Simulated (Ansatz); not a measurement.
PBE exchange is replaced step by step with exact exchange (0 % is PBE, 25 % PBE0; no dispersion term), basis def2-TZVP, Ansatz. System: the cluster Ga2O2 (the lowest singlet isomer of a short search). Charge 0, multiplicity 1. Geometry: PBE-D4/def2-SVP, each spin state at its own.

The relaxed triplet has other bonds than the singlet, so its gap is one between isomers. The relaxed quintet has other bonds than the singlet, so its gap is one between isomers.

Geometry of the singlet:

```xyz
4

Ga   -0.739   -0.281    0.469
Ga    2.146    0.817   -1.362
O     0.671    0.253   -0.426
O    -2.078   -0.789    1.319
```

The structure comes from a short search, and lower isomers may exist.

```json
{"exact exchange (%)": "0", "HOMO (eV)": "-5.95", "LUMO (eV)": "-2.63", "gap (eV)": "3.32", "triplet − singlet (kJ/mol)": "125.9", "quintet − singlet (kJ/mol)": "507.6"}
{"exact exchange (%)": "10", "HOMO (eV)": "-6.49", "LUMO (eV)": "-2.27", "gap (eV)": "4.22", "triplet − singlet (kJ/mol)": "129.1", "quintet − singlet (kJ/mol)": "496.1"}
{"exact exchange (%)": "15", "HOMO (eV)": "-6.76", "LUMO (eV)": "-2.09", "gap (eV)": "4.67", "triplet − singlet (kJ/mol)": "130.8", "quintet − singlet (kJ/mol)": "490.0"}
{"exact exchange (%)": "25", "HOMO (eV)": "-7.32", "LUMO (eV)": "-1.73", "gap (eV)": "5.59", "triplet − singlet (kJ/mol)": "134.5", "quintet − singlet (kJ/mol)": "477.3"}
{"exact exchange (%)": "35", "HOMO (eV)": "-7.88", "LUMO (eV)": "-1.40", "gap (eV)": "6.48", "triplet − singlet (kJ/mol)": "138.5", "quintet − singlet (kJ/mol)": "464.4"}
{"exact exchange (%)": "50", "HOMO (eV)": "-8.75", "LUMO (eV)": "-0.98", "gap (eV)": "7.77", "triplet − singlet (kJ/mol)": "145.0", "quintet − singlet (kJ/mol)": "444.9"}
```

Question: Fit a straight line to the column «quintet − singlet (kJ/mol)» against the share of exact exchange and predict its value at 5 %.

Answer: With x = exact exchange (%) and y = quintet − singlet (kJ/mol): mean x = 22.5, mean y = 480.1; Σ(x − x̄)(y − ȳ) = -2064, Σ(x − x̄)² = 1638; slope b = -1.26, intercept a = ȳ − b·x̄ = 508.5. The residuals of the fitted rows reach 0.9. At x = 5 the line gives 508.5 + (-1.26 × 5) = 502.2; the run gave 502.0, 0.2 less than the line.
